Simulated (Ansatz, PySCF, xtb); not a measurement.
Noncovalent pair: H2S (SMILES S) (first 3 atoms) with C2H3N (SMILES CC#N); geometry from B3LYP-D3(BJ)/def2-TZVP.
(charge 0, multiplicity 1):
```xyz
9

S      0.5070    -0.1819    -0.8616
H      0.3893     0.0658     0.4564
H      0.8250     1.0922    -1.1398
C     -0.1935     0.6217     5.2891
C      0.0062     0.5362     3.8519
N      0.1636     0.4679     2.7163
H      0.7150     0.9813     5.7726
H     -1.0085     1.3101     5.5134
H     -0.4414    -0.3608     5.6911
```

Interaction energies are E(AB) − E(A) − E(B) at the monomers' geometry in the complex; basis-set methods are counterpoise corrected.

Programs: Ansatz (a first-principles code); PySCF for the dispersion terms; xtb for the GFN methods. Values without a source in brackets are computed.

### Question
One of these levels gives -3.23 kcal/mol for the interaction energy. Which one is it?
A. GFN2-xTB
B. revPBE/def2-TZVPPD
C. r2SCAN/def2-TZVPPD
D. PBE-D4/def2-TZVPPD

### Answer
D, PBE-D4/def2-TZVPPD. The others give -3.64 (GFN2-xTB), -1.55 (revPBE/def2-TZVPPD), -2.45 (r2SCAN/def2-TZVPPD)
